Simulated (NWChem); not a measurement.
System: CH₄OSn, singlet; SMILES C[O][SnH]

Excerpt of the output:

```
             Northwest Computational Chemistry Package (NWChem) 7.3.0
             --------------------------------------------------------

 C1  symmetry detected

                             Geometry "geometry" -> ""
                             -------------------------

 Output coordinates in angstroms (scale by  1.889725989 to convert to a.u.)

  No.       Tag          Charge          X              Y              Z
 ---- ---------------- ---------- -------------- -------------- --------------
    1 Sn                  50.0000     0.01044459    -0.65082439     0.00008756
    2 H                    1.0000    -1.75152718    -0.27234434    -0.00430009
    3 O                    8.0000     0.54090247     1.27154513    -0.00064973
    4 C                    6.0000    -0.27014202     2.40327532     0.00042372
    5 H                    1.0000    -0.07096640     3.02176821     0.89577413
    6 H                    1.0000    -0.05380266     3.03487282    -0.88173056
    7 H                    1.0000    -1.35230089     2.16490979    -0.01146620

 Effective nuclear repulsion energy (a.u.)     231.9563831484

 Summary of "ao basis" -> "ao basis" (spherical)
 ------------------------------------------------------------------------------
       Tag                 Description            Shells   Functions and Types
 ---------------- ------------------------------  ------  ---------------------
 Sn                         def2-svp                10       26   4s4p2d
 H                          def2-svp                 3        5   2s1p
 O                          def2-svp                 6       14   3s2p1d
 C                          def2-svp                 6       14   3s2p1d

            General Information
            -------------------
          SCF calculation type: DFT
          Wavefunction type:  closed shell.
          No. of atoms     :     7
          No. of electrons :    40
           Alpha electrons :    20
            Beta electrons :    20
          Charge           :     0
          Spin multiplicity:     1
          Use of symmetry is: off; symmetry adaption is: off
          Maximum number of iterations: 150
          AO basis - number of functions:    74
                     number of shells:    34
          Convergence on energy requested:  1.00D-06
          Convergence on density requested:  1.00D-05
          Convergence on gradient requested:  5.00D-04

              XC Information
              --------------
          PerdewBurkeErnzerhof Exchange Functional  1.000
            Perdew 1991 LDA Correlation Functional  1.000 local
           PerdewBurkeErnz. Correlation Functional  1.000 non-local

             Grid Information
             ----------------
          Grid used for XC integration:  medium
          Radial quadrature: Mura-Knowles
          Angular quadrature: Lebedev.
          Tag              B.-S. Rad. Rad. Pts. Rad. Cut. Ang. Pts.
          ---              ---------- --------- --------- ---------
          Sn                  1.45      123          11.0       590
          H                   0.35       45          12.0       434
          O                   0.60       49           8.0       434
          C                   0.70       49          10.0       434
          Grid pruning is: on
          Number of quadrature shells:   401
          Spatial weights used:  Erf1

      Superposition of Atomic Density Guess
      -------------------------------------

 Sum of atomic energies:        -363.40882344

      Non-variational initial energy
      ------------------------------

 Total energy =    -328.443296
 1-e energy   =    -775.609824
 2-e energy   =     324.423100
 HOMO         =      -0.240418
 LUMO         =      -0.059593

     ---------------------------------------------
      Total Density - Mulliken Population Analysis
     ---------------------------------------------

    Atom       Charge   Shell Charges
 -----------   ------   -------------------------------------------------------
    1 Sn  22    21.05   1.60  0.43  1.17  0.68  3.27  2.72  0.66  0.46  9.77  0.29
    2 H    1     1.27   0.70  0.56  0.01
    3 O    8     8.97   1.99  1.11  0.72  3.08  2.07  0.01
    4 C    6     5.89   1.99  0.92  0.21  1.86  0.85  0.05
    5 H    1     0.94   0.70  0.22  0.02
    6 H    1     0.94   0.70  0.22  0.02
    7 H    1     0.94   0.69  0.23  0.02

   convergence    iter        energy       DeltaE   RMS-Dens  Diis-err
 ---------------- ----- ----------------- --------- --------- ---------
 d= 0,ls=0.0,diis     1   -329.7018970739 -4.52D+02  3.53D-02  5.85D-01
 d= 0,ls=0.0,diis     2   -328.1845345051  1.52D+00  2.79D-02  1.07D+01
 d= 0,ls=0.0,diis     3   -329.7806033713 -1.60D+00  4.52D-03  6.30D-02
 d= 0,ls=0.0,diis     4   -329.7837484805 -3.15D-03  1.90D-03  4.27D-02
 d= 0,ls=0.0,diis     5   -329.7897048292 -5.96D-03  2.71D-04  3.65D-04
  Resetting Diis
 d= 0,ls=0.0,diis     6   -329.7897431037 -3.83D-05  1.33D-04  4.33D-05
 d= 0,ls=0.0,diis     7   -329.7897507065 -7.60D-06  1.07D-04  5.51D-06
 d= 0,ls=0.0,diis     8   -329.7897444387  6.27D-06  6.65D-05  5.68D-05
 d= 0,ls=0.0,diis     9   -329.7897515167 -7.08D-06  1.89D-05  9.63D-07
 d= 0,ls=0.0,diis    10   -329.7897517119 -1.95D-07  1.74D-06  2.31D-08

         Total DFT energy =     -329.789751711947
      One electron energy =     -778.070606973710
           Coulomb energy =      358.910666281242
    Exchange-Corr. energy =      -33.373239861872
 Nuclear repulsion energy =      122.743428842392

 Numeric. integr. density =       39.999991851221

                       DFT Final Molecular Orbital Analysis
                       ------------------------------------

 Vector   18  Occ=2.000000D+00  E=-2.311999D-01
              MO Center=  3.1D-01,  1.5D+00, -2.8D-03, r^2= 2.1D+00
   Bfn.  Coefficient  Atom+Function         Bfn.  Coefficient  Atom+Function
  ----- ------------  ---------------      ----- ------------  ---------------
    37      0.522014  3 O  pz                40      0.395325  3 O  pz
    65      0.211307  6 H  s                 60     -0.209341  5 H  s
    51     -0.196736  4 C  pz                13      0.191621  1 Sn pz
    16      0.151142  1 Sn pz                66      0.147480  6 H  s
    61     -0.146349  5 H  s                 10     -0.062445  1 Sn pz

 Vector   19  Occ=2.000000D+00  E=-2.299051D-01
              MO Center=  1.3D-01,  1.3D+00,  2.4D-03, r^2= 2.2D+00
   Bfn.  Coefficient  Atom+Function         Bfn.  Coefficient  Atom+Function
  ----- ------------  ---------------      ----- ------------  ---------------
    35      0.481326  3 O  px                38      0.364946  3 O  px
    36      0.237181  3 O  py                70      0.233831  7 H  s
    71      0.191278  7 H  s                 12     -0.183455  1 Sn py
    49     -0.167942  4 C  px                39      0.166093  3 O  py
    60     -0.113338  5 H  s                 65     -0.108700  6 H  s

 Vector   20  Occ=2.000000D+00  E=-2.093066D-01
              MO Center= -3.3D-01, -6.5D-01, -1.1D-03, r^2= 3.2D+00
   Bfn.  Coefficient  Atom+Function         Bfn.  Coefficient  Atom+Function
  ----- ------------  ---------------      ----- ------------  ---------------
     3      0.408366  1 Sn s                 27     -0.328151  2 H  s
    11      0.316144  1 Sn px                28     -0.290510  2 H  s
     4      0.275308  1 Sn s                 12     -0.210288  1 Sn py
    14      0.181275  1 Sn px                 2     -0.158218  1 Sn s
    15     -0.147854  1 Sn py                 1     -0.131369  1 Sn s

 Vector   21  Occ=0.000000D+00  E=-1.115253D-01
              MO Center=  1.7D-02, -4.9D-01,  7.8D-04, r^2= 3.6D+00
   Bfn.  Coefficient  Atom+Function         Bfn.  Coefficient  Atom+Function
  ----- ------------  ---------------      ----- ------------  ---------------
    16      0.557219  1 Sn pz                13      0.542395  1 Sn pz
    37     -0.253202  3 O  pz                40     -0.219849  3 O  pz
    10     -0.169455  1 Sn pz                 7     -0.157182  1 Sn pz
    61      0.069625  5 H  s                 66     -0.067902  6 H  s
    60      0.054473  5 H  s                 65     -0.053660  6 H  s

 Vector   22  Occ=0.000000D+00  E=-2.956900D-02
              MO Center=  2.6D-02, -6.0D-01,  1.1D-04, r^2= 4.5D+00
   Bfn.  Coefficient  Atom+Function         Bfn.  Coefficient  Atom+Function
  ----- ------------  ---------------      ----- ------------  ---------------
    15      0.654025  1 Sn py                14      0.513236  1 Sn px
    34     -0.484881  3 O  s                 12      0.323052  1 Sn py
    28      0.291379  2 H  s                 11      0.254347  1 Sn px
    48     -0.194792  4 C  s                 71      0.184775  7 H  s
    33     -0.166423  3 O  s                 52      0.162727  4 C  px

[...]

                         DFT ENERGY GRADIENTS

    atom               coordinates                        gradient
                 x          y          z           x          y          z
   1 Sn      0.019737  -1.229880   0.000165   -0.001705   0.011682   0.000015
   2 H      -3.309906  -0.514656  -0.008126    0.004683  -0.001017   0.000011
   3 O       1.022157   2.402872  -0.001228   -0.009266  -0.002803  -0.000060
   4 C      -0.510494   4.541532   0.000801    0.002839  -0.001370   0.000087
   5 H      -0.134107   5.710314   1.692768   -0.001170  -0.003557  -0.004465
   6 H      -0.101672   5.735078  -1.666229   -0.001222  -0.003590   0.004368
   7 H      -2.555478   4.091086  -0.021668    0.005841   0.000655   0.000044
```

Level: PBE/def2-SVP with def2 effective core potentials on Sn. Low-valent species are run as closed-shell singlets; no triplet was tried in these runs. All runs use the structure optimised with PBE0/def2-SVP. def2 effective core potentials on Sn; no spin-orbit coupling.

Write an input that gives this output.

This is not unique; one that fits is the input that was run:
```
start job
memory heap 200 mb stack 900 mb global 1100 mb
geometry units angstroms noautoz
  Sn    -0.026783    -0.628589     0.002021
  H     -1.773560    -0.185237    -0.002455
  O      0.574371     1.272859     0.001768
  C     -0.194286     2.433795     0.003016
  H      0.027520     3.044305     0.898525
  H      0.045346     3.057159    -0.878975
  H     -1.284515     2.235596    -0.009034
end
basis spherical
  Sn library def2-svp
  H library def2-svp
  O library def2-svp
  C library def2-svp
end
ecp
  Sn library def2-ecp
end
dft
  xc xpbe96 cpbe96
  iterations 150
  mulliken
end
task dft gradient
```
